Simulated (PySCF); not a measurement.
**Question.** What does the GFN2-xTB structure of `COC1=CC=C(CCl)C=CC1` look like in three dimensions?

**Answer.** 
```xyz
22
C9H11ClO angstrom
C     -3.3132    0.7761    0.3793
O     -2.6165   -0.3296   -0.1468
C     -1.2942   -0.1971   -0.4042
C     -0.5962    0.9572   -0.4203
C      0.8245    1.0409   -0.5326
C      1.7269    0.1442   -0.0568
C      3.1847    0.4730   -0.1019
Cl     3.7149    1.1753    1.4755
C      1.3576   -1.0329    0.6873
C      0.2551   -1.7582    0.4739
C     -0.6278   -1.5069   -0.7057
H     -4.2971    0.4053    0.6624
H     -3.4275    1.5663   -0.3693
H     -2.8039    1.1832    1.2580
H     -1.1169    1.9020   -0.3606
H      1.2059    1.9737   -0.9304
H      3.4125    1.2231   -0.8577
H      3.8003   -0.4137   -0.2504
H      2.0310   -1.3102    1.4879
H     -0.0215   -2.5515    1.1524
H     -0.0302   -1.4161   -1.6159
H     -1.3789   -2.2846   -0.8249
```

Orientation and origin are arbitrary. Atoms count from 1 in this order. The 7-membered ring C3–C4–C5–C6–C9–C10–C11 has internal angles of 104.5° to 126.5°; it is puckered, 0.31 Å rms from its mean plane, widest ring torsion 71°. The 2 C–O bonds span 1.354 Å (O2–C3, drawn single) to 1.409 Å (C1–O2, drawn single), a spread of 0.055 Å. The C–C distances run from 1.337 Å (C9=C10, drawn double) to 1.500 Å (C3–C11, drawn single), a spread of 0.163 Å. O2 (ether oxygen) is bent (angle 118.5°).

Bonds between heavy atoms (Å): C1–O2 1.409, O2–C3 1.354, C3=C4 1.349, C4–C5 1.428, C5=C6 1.358, C6–C7 1.495, C7–Cl8 1.806, C6–C9 1.441, C9=C10 1.337, C10–C11 1.495, C3–C11 1.500.

The geometry is computed with GFN2-xTB (gas phase).

Point group: C1 (no symmetry element, even within 0.4 Å). No GFN2-xTB frequencies stand behind this structure, so it isn't proved a minimum. One conformer, not necessarily the lowest (C1–O2–C3–C4 -12°, C5–C6–C7–Cl8 95°, C3–C4–C5–C6 -32°, C5–C6–C9–C10 35°, C9–C10–C11–C3 -71°, O2–C3–C11–C10 -111°).
